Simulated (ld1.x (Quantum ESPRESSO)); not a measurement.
# Configuration tests for dysprosium (TM)

Dy, norm-conserving Troullier–Martins (Kleinman–Bylander form), made with ld1.x (Quantum ESPRESSO) 7.5 (PBEsol, scalar-relativistic). Core [Kr] 4d10, reference 4f10 5s2 5p6 5d0 6s2 6p0. Waves: 5s (bound): rc 1.85 bohr; 5p (bound): rc 2.25 bohr; 5d (bound, empty): rc 2.75 bohr; 4f (bound): rc 0.60 bohr. Local part: all-electron potential smoothed inside 0.50 bohr (lloc = -1). Core correction: none.

Occupied shells without a wave of their own: 6s. They enter only through the test configuration that unscreens the potential.

Energies are relative to the spin-unpolarised reference configuration 4f10 5s2 5p6 5d0 6s2 6p0; without spin polarisation the order of configurations can differ from experiment. Not all tests gave a result: 1 of 7 tests not solved or not reliable. Left out of the table: 4f8 5s2 5p6 5d0 6s0 6p0 (solver errors, printed error -2471 eV).

```json
{"valence configuration": "4f10 5s2 5p6 5d0 6s1 6p0", "charge": "+1", "ΔE all-electron (eV)": "6.251", "error AE − PS (meV)": "-68"}
{"valence configuration": "4f9 5s2 5p6 5d0 6s0 6p0", "charge": "+3", "ΔE all-electron (eV)": "43.506", "error AE − PS (meV)": "-142"}
{"valence configuration": "4f10 5s2 5p6 5d1 6s0 6p0", "charge": "+1", "ΔE all-electron (eV)": "8.356", "error AE − PS (meV)": "-126"}
{"valence configuration": "4f11 5s2 5p6 5d0 6s0 6p0", "charge": "+1", "ΔE all-electron (eV)": "7.917", "error AE − PS (meV)": "-111"}
{"valence configuration": "4f10 5s2 5p6 5d0 6s1.5 6p0", "charge": "+0.5", "ΔE all-electron (eV)": "2.490", "error AE − PS (meV)": "-29"}
```

(1) What are ΔE and the potential's error for 4f10 5s2 5p6 5d0 6s0 6p0?

A Bessel basis up to 400 Ry misses an occupied level by 0.23 Ry, so cutoffs were not judged. Note: ghost states, extra bound levels that the all-electron valence spectrum of the same l lacks: s at -1487.1 eV, p at -829.8 eV, s at -190.2 eV (other channels not judged).

Answers

(1) ΔE = 17.805 eV all-electron; the error (AE − PS) is -184 meV.

ld1.x printed “convergence not achieved” for 5 of the counted tests; their residual had stalled under 1e-8, short of the target of 1e-14.
